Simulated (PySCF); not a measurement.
C3H5ClSi, SMILES C=C=C[SiH2]Cl.

Geometry: PBE0-D3(BJ)/def2-SVP. The structure was generated by enumeration, and PubChem lists no compound with its InChIKey, so it may never have been made. The values are those of a single conformer.

Two levels are set side by side: TDA-PBE/def2-SVPD (PySCF) and TDA-M06-2X/def2-SVPD (PySCF). Vertical, same geometry. The lowest singlet is HOMO→LUMO 99 % with PBE and HOMO→LUMO 84 % with the other functional; states are paired by order. Differences are taken from unrounded values.

```
quantity                               TDA-M06-2X
-------------------------------------  ----------
lowest singlet excitation (eV)               5.28
lowest triplet excitation (TDA) (eV)         4.75
first bright state (f over 0.05) (eV)        7.18
its oscillator strength                      0.07
```

What does TDA-PBE give, and how far is it from TDA-M06-2X? (Estimate from the structure and the level; the computed values follow.)


```
quantity                               TDA-PBE  TDA-PBE minus TDA-M06-2X
-------------------------------------  -------  ------------------------
lowest singlet excitation (eV)            5.03                     -0.25
lowest triplet excitation (TDA) (eV)      4.48                     -0.27
first bright state (f over 0.05) (eV)     6.42                     -0.77
its oscillator strength                   0.05                     -0.02
```

A lower first singlet is the usual sign of a functional without exact exchange. Differences between two approximate levels are no errors against the true value.

Rough cost on one machine, each run with all the roots and properties that it gave: TDA-M06-2X against TDA-PBE about 9 times.
